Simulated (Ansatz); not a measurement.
ClH7N2O2Si2, SMILES `N[Si@H](Cl)O[Si@@H](N)O`. Total charge 0; spin multiplicity 1. All single points use the PBE0-D4/def2-TZVP geometry. It is one conformer, not always the lowest.

```xyz
14

N    -0.064    1.727    1.334
Si    0.942    1.089    0.118
O     2.515    1.351    0.469
O     0.607   -0.516    0.060
Si   -0.551   -1.614   -0.189
N    -1.187   -1.452   -1.751
Cl   -2.148   -1.322    1.088
H    -0.066    2.708    1.558
H    -0.944    1.287    1.548
H     0.795    1.657   -1.238
H     2.788    1.151    1.366
H     0.020   -2.924    0.175
H    -0.590   -1.385   -2.559
H    -2.117   -1.757   -1.979
```

(1) What is the dipole moment at r2SCAN/def2-TZVPP? (Best estimate.)

(2) And with PBE, B3LYP, ωB97M-V? (An estimate is asked.)

(3) Give the Mulliken charges with r2SCAN, PBE, B3LYP in def2-TZVPP. (An estimate is asked.)

## Answers

(1) Ansatz gave: 0.92 D, with components (-0.72, 0.11, -0.57) D in this frame, pointing from negative to positive charge.

(2) Ansatz gave: PBE 0.92 D, B3LYP 0.95 D, ωB97M-V 0.94 D.

(3) The calculation gave: 
```csv
atom,r2SCAN,PBE,B3LYP
N1,-0.45,-0.38,-0.40
Si2,0.68,0.53,0.65
O3,-0.42,-0.35,-0.40
O4,-0.39,-0.28,-0.37
Si5,0.67,0.51,0.63
N6,-0.43,-0.36,-0.38
Cl7,-0.29,-0.25,-0.28
H8,0.16,0.15,0.14
H9,0.16,0.15,0.14
H10,-0.12,-0.11,-0.12
H11,0.20,0.19,0.19
H12,-0.10,-0.09,-0.09
H13,0.16,0.15,0.14
H14,0.16,0.16,0.14
```

B3LYP here is the variant with VWN-RPA as its local correlation; programs differ in this.
